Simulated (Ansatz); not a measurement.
Cartesian coordinates (Å):
```xyz
7

O     -0.7436     1.4532     0.5354
Si     0.0662     0.0695     0.8492
O     -0.7026    -1.2905     0.3369
O      1.4610     0.1360    -0.0083
H     -0.4762     1.9602    -0.2375
H     -1.5128    -1.5523     0.7794
H      1.8852    -0.6968    -0.2287
```
Charge 0, spin multiplicity 2.

Method: frozen-core CCSD(T)/cc-pVTZ // M06-2X/def2-TZVP in Ansatz (an electronic-structure program).

* **HF energy**: -515.49158 Ha
* **MP2 correlation energy**: -0.81909 Ha

### Question
Estimate the CCSD correlation energy, the (T) correction, the total energy and the T1 diagnostic.

### Answer

```
Property                         Value
-----------------------  -------------
CCSD correlation energy    -0.82893 Ha
(T) correction             -0.02932 Ha
CCSD(T) total energy     -516.34982 Ha
T1 diagnostic                    0.014
```
